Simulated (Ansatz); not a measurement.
One change: `[AlH2][CH2][CH2][GeH3]` becomes `[SiH3]C[CH2][GeH3]`.

Ansatz, PBE0-D4/def2-TZVP geometries, multiplicity 1. Each molecule was computed in one conformer, which needn't be the lowest.

Scalar relativity is left out up to krypton.

```json
{"property": "HOMO–LUMO gap (PBE/def2-TZVPP) / eV", "`[AlH2][CH2][CH2][GeH3]`": "3.83"}
{"property": "size of the dipole moment (B3LYP/def2-TZVPP) / D", "`[AlH2][CH2][CH2][GeH3]`": "0.27"}
{"property": "LUMO energy (PBE/def2-TZVPP) / eV", "`[AlH2][CH2][CH2][GeH3]`": "-2.21"}
{"property": "size of the dipole moment (PBE/def2-TZVPP) / D", "`[AlH2][CH2][CH2][GeH3]`": "0.23"}
{"property": "HOMO energy (PBE0/def2-TZVPP) / eV", "`[AlH2][CH2][CH2][GeH3]`": "-7.18"}
{"property": "HOMO energy (ωB97M-V/def2-TZVPP) / eV", "`[AlH2][CH2][CH2][GeH3]`": "-9.31"}
```

(1) Give the same properties after the change, and the shifts. (Estimate.)

Answers

(1) The calculation gave: 
```
                                        property  `[SiH3]C[CH2][GeH3]`  shift
             HOMO–LUMO gap (PBE/def2-TZVPP) / eV                  6.34   2.51
size of the dipole moment (B3LYP/def2-TZVPP) / D                  0.04  -0.23
               LUMO energy (PBE/def2-TZVPP) / eV                 -0.35   1.86
  size of the dipole moment (PBE/def2-TZVPP) / D                  0.07  -0.16
              HOMO energy (PBE0/def2-TZVPP) / eV                 -7.85  -0.67
           HOMO energy (ωB97M-V/def2-TZVPP) / eV                 -9.99  -0.68
```

With PBE0 the HOMO falls by 0.67 eV and the LUMO rises by 1.87 eV, so the gap widens by about 2.54 eV. PBE moves the HOMO by -0.64 eV and ωB97M-V by -0.68 eV. Dipoles are sizes alone; their direction can turn.

B3LYP here is the variant with VWN-RPA as its local correlation; programs differ in this.
